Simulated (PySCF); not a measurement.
PBE single point of singlet HHfN at its PBE0 minimum.

An equivalent PySCF input for this run (the driver started from the density of an earlier step):

```python
from pyscf import gto, scf, dft
mol = gto.M(atom='''
Hf     0.086242     0.013040     0.085631
N     -1.032637    -0.156133    -1.213413
H     -1.037974    -0.156940     1.569258''',
    basis={'Hf': 'def2-TZVP', 'N': 'def2-TZVP', 'H': 'def2-TZVP'},
    ecp={'Hf': 'def2-TZVP'},
    charge=0, spin=0)
mf = dft.RKS(mol, xc='PBE')
mf.grids.atom_grid = (75, 302)
aux = {'Hf': 'def2-universal-JKFIT', 'N': 'def2-universal-JKFIT', 'H': 'def2-universal-JKFIT'}
mf = mf.density_fit(auxbasis=aux)
mf.conv_tol = 1e-08
mf.diis_space = 10
mf.max_cycle = 60
mf.verbose = 4
mf.kernel()
```

SCF log (excerpt):

```
init E= -103.221811316351
  HOMO = -0.174574988248258  LUMO = -0.136524225859487  gap/eV = 1.03541
cycle= 1 E= -103.217217808189  delta_E= 0.00459  |g|= 0.164  |ddm|= 0.249
  HOMO = -0.212569565229666  LUMO = -0.122376668411242  gap/eV = 2.45427
cycle= 2 E= -103.068165749088  delta_E= 0.149  |g|= 0.806  |ddm|= 0.57
  HOMO = -0.177605865255893  LUMO = -0.132208240119919  gap/eV = 1.23533
cycle= 3 E= -103.223372721126  delta_E= -0.155  |g|= 0.0497  |ddm|= 0.413
  HOMO = -0.179548138844947  LUMO = -0.134569628671263  gap/eV = 1.22393
cycle= 4 E= -103.224170403641  delta_E= -0.000798  |g|= 0.015  |ddm|= 0.0798
  HOMO = -0.178568794804404  LUMO = -0.134251546172237  gap/eV = 1.20593
cycle= 5 E= -103.224240300366  delta_E= -6.99e-05  |g|= 0.00705  |ddm|= 0.0205
  HOMO = -0.178750522950256  LUMO = -0.13426147456603  gap/eV = 1.21061
cycle= 6 E= -103.224251803263  delta_E= -1.15e-05  |g|= 0.0025  |ddm|= 0.00432
  HOMO = -0.178735176860357  LUMO = -0.134176337885133  gap/eV = 1.21251
cycle= 7 E= -103.22425333416  delta_E= -1.53e-06  |g|= 0.000537  |ddm|= 0.00139
  HOMO = -0.178785910262611  LUMO = -0.134196153721595  gap/eV = 1.21335
cycle= 8 E= -103.224253408109  delta_E= -7.39e-08  |g|= 5.57e-05  |ddm|= 0.000531
  HOMO = -0.178785403532638  LUMO = -0.134195578296563  gap/eV = 1.21335
cycle= 9 E= -103.224253408608  delta_E= -4.99e-10  |g|= 2.61e-05  |ddm|= 3.33e-05
  HOMO = -0.17879398297686  LUMO = -0.134195201750821  gap/eV = 1.21359
Extra cycle  E= -103.224253403249  delta_E= 5.36e-09  |g|= 0.000154  |ddm|= 0.000112
converged SCF energy = -103.224253403249
```

No spin–orbit coupling is included, which matters more the heavier the element.

This run, together with those of the ionised and electron-attached species (not shown), took 3.4 s on 2 threads of a shared Arm Neoverse V2 host, with 77 basis functions; the process peaked at 0.74 GiB. Launch command: `OMP_NUM_THREADS=2 python axn.py task.json out`.
